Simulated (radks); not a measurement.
All-electron atom: Cr23+ in 2p1 (not the ground configuration). Method: Dirac Kohn-Sham, LDA (Slater exchange, Perdew-Wang correlation), spin-unpolarised, spherical densities, finite nucleus; open shells fill j = l - 1/2 first; Fermi nuclear charge, rms radius 3.6452 fm; computed with a radial shooting solver on a logarithmic mesh with Libxc functionals.

Normalised radial functions P(r) = r R(r) (large component), r in bohr:

r          1s1/2   2p1/2
0.004413  0.9647  0.0137
0.004858  1.0491  0.0162
0.005305  1.1318  0.0189
0.005839  1.2282  0.0224
0.006428  1.3310  0.0265
0.007019  1.4310  0.0310
0.007726  1.5464  0.0368
0.008505  1.6682  0.0437
0.009287  1.7854  0.0511
0.01022   1.9188  0.0606
0.01116   2.0458  0.0708
0.01229   2.1887  0.0839
0.01353   2.3353  0.0993
0.01477   2.4717  0.1159
0.01626   2.6215  0.1369
0.0179    2.7703  0.1616
0.01954   2.9041  0.1879
0.02151   3.0447  0.2210
0.02368   3.1770  0.2595
0.02586   3.2883  0.3000
0.02846   3.3953  0.3507
0.03108   3.4773  0.4035
0.03421   3.5455  0.4689
0.03766   3.5879  0.5429
0.04113   3.6008  0.6188
0.04527   3.5834  0.7108
0.04983   3.5307  0.8126
0.05441   3.4496  0.9143
0.0599    3.3247  1.0340
0.06541   3.1770  1.1509
0.072     2.9817  1.2847
0.07925   2.7543  1.4229
0.08654   2.5221  1.5508
0.09526   2.2494  1.6880
0.1049    1.9643  1.8182
0.1145    1.7001  1.9269
0.126     1.4173  2.0283
0.1387    1.1491  2.1056
0.1515    0.9230  2.1501
0.1668    0.7038  2.1648
0.1821    0.5314  2.1436
0.2005    0.3764  2.0803
0.2207    0.2550  1.9748
0.241     0.1710  1.8432
0.2652    0.1051  1.6666
0.292     0.0609  1.4636
0.3188    0.0349  1.2632
0.3509    0.0178  1.0402
0.3863    0.0084  0.8241
0.4218    0.0039  0.6414
0.4643    0.0016  0.4667
0.5071    0.0006  0.3334
0.5582    0.0002  0.2190
0.6144    0.0001  0.1354
0.6709    0.0000  0.0821
0.7385    0.0000  0.0443

1s1/2 (empty): eigenvalue -7811.7 eV, 0 radial nodes, <r> = 0.0619 bohr, 90 % of the charge inside 0.110 bohr. 2p1/2: eigenvalue -1915.4 eV, 0 radial nodes, <r> = 0.207 bohr, 90 % of the charge inside 0.331 bohr.
